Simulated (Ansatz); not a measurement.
Predict a relaxed structure of Ag2Cl, charge 0, doublet, at PBE-D4/def2-TZVP (Ansatz).


Cartesian coordinates in Å:
```
Ag -1.081 -0.027 1.083
Ag -0.258 -0.082 -1.506
Cl 1.338 0.109 0.423
```
Point group C2v (tolerance 0.1 Å). This is one stationary point.

In the def2 sets Ag takes a core potential; there is no spin–orbit coupling. The relaxation made no stability test and no search for a lower SCF solution. The structure comes from a short search, and lower isomers may exist.
